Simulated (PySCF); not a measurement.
# Radial density of Fe (iron, neutral)

B3LYP, [Ar] 3d6 4s2, high-spin 5D determinant. Calculation: PySCF 2.14, in x2c-TZVPall (6s5p4d1f, 48 functions); the spin-free X2C one-electron Hamiltonian (Gaussian nucleus).

```
r (bohr)  4πr²ρ (e/bohr)  4πr²(ρα − ρβ)
 0.00101          0.2087         0.0000
 0.00170          0.5289         0.0001
 0.00286           1.326         0.0001
 0.00481           3.207         0.0003
 0.00809           7.272         0.0007
  0.0136           14.78         0.0013
  0.0229           25.03         0.0021
  0.0385           31.39         0.0027
  0.0647           27.00         0.0056
   0.109           25.75         0.0378
   0.183           34.96         0.2448
   0.308           20.89         1.1725
   0.518           14.04         3.0742
   0.871           14.52         3.3439
    1.47           4.078         1.4331
    2.47           1.228         0.2695
    4.15          0.3386        -0.0038
    6.98         0.01811        -0.0037
    11.7       1.969e-05         0.0000
```

Densities and radii are taken from the X2C orbitals without a picture-change correction, which distorts them close to the nucleus.

(1) Where is the radial spin density 4πr²(ρα − ρβ) most negative, and why is it negative at all?

Answers

(1) Around r = 4.15 bohr, down to -0.0038 e/bohr: exchange with the open shell polarises the paired shells in an unrestricted calculation.
